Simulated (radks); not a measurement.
Results of a calculation; reference values are marked as such.
Pt I, configuration [Xe] 4f14 5d9 6p1 (not the ground configuration). Level of theory: Dirac Kohn-Sham, LDA (Slater exchange, Perdew-Zunger correlation), spin-unpolarised, spherical densities, finite nucleus; open shells fill j = l - 1/2 first; Fermi nuclear charge, rms radius 5.427 fm (a radial shooting solver on a logarithmic mesh with Libxc functionals). Some entries of the table are withheld. Estimate them.

orbital  occ.  eigenvalue (hartree)  <1/r> (bohr^-1)  r(max) (bohr)
1s1/2       2             -2874.182            93.82        0.01063
2s1/2       2             -504.6649            23.02        0.06148
2p1/2       2             -484.0021            22.99        0.04533
2p3/2       4             -420.5364            18.86        0.05260
3s1/2       2             -118.5609            8.448         0.1730
3p1/2       2                   (1)            8.368         0.1615
3p3/2       4                   (2)            7.291         0.1763
3d3/2       4             -79.61793            7.191         0.1374
3d5/2       6             -76.60884            6.944         0.1414
4s1/2       2             -25.49204            3.573         0.3905
4p1/2       2             -21.52636            3.466         0.3888
4p3/2       4             -18.19546            3.089         0.4196
4d3/2       4             -11.67164            2.885         0.4130
4d5/2       6             -11.05208            2.797         0.4226
5s1/2       2              -3.79898            1.437         0.8693
4f5/2       6              -2.70869              (3)         0.3820
4f7/2       8              -2.58161              (4)         0.3867
5p1/2       2              -2.52822            1.308         0.9205
5p3/2       4              -1.97371            1.169          1.002
5d3/2       4              -0.31902           0.8170          1.239
5d5/2       5              -0.26916           0.7778          1.283
6p1/2       1              -0.08317           0.3141          3.097
6p3/2       0              -0.06020           0.2697          3.587

Answer. 
(1) 3p1/2 eigenvalue (hartree): -109.2268
(2) 3p3/2 eigenvalue (hartree): -95.27931
(3) 4f5/2 <1/r> (bohr^-1): 2.408
(4) 4f7/2 <1/r> (bohr^-1): 2.373
